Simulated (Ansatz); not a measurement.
Computed with Ansatz on PBE0-D4/def2-TZVP structures; ΔE is electronic, products minus reactants. CCSD(T)/CBS adds triple-zeta CCSD(T) − MP2 to the extrapolated MP2 energy (def2 sets, frozen cores). This one scheme is used for every species. Functionals use def2-TZVPP. Each species was taken in one conformer, which may not be the lowest.

`CCB(N)O` + H₂O → `NB(O)CO` + CH₄  (formal hydrolysis of a C–C bond)

CCSD(T)/CBS gives +0.50 eV.

(1) Another level gave +0.30 eV. Which?
A. BLYP/def2-TZVPP
B. PBE0/def2-TZVPP
C. BLYP-D4/def2-TZVPP
D. SCS-MP2/def2-TZVPP

(2) What do rigid-rotor, harmonic-oscillator terms from PBE0-D4/def2-TZVP frequencies (298.15 K, 1 bar) make of the CCSD(T)/CBS value? (Best estimate.)

Largest T1 diagnostic among the species: 0.011.

## Answers

(1) A. BLYP 0.30, PBE0 0.40, BLYP-D4 0.35, SCS-MP2/def2-TZVPP 0.48 eV.

(2) Ansatz gave: ΔZPE = -0.01 eV, ΔH = +0.48 eV, ΔS = -6 J/(mol·K), ΔG = +0.50 eV. Modes under 50 cm⁻¹ make the entropy rough.

Leaving LDA and LC-ωPBE aside and taking each functional with its dispersion term where it has one, the values, not all of them listed here, spread over 0.12 eV, from BLYP-D4 to PBE-QIDH. At CCSD(T), def2-SVP lies −0.11 eV from the extrapolated value and def2-TZVPP −0.03 eV.
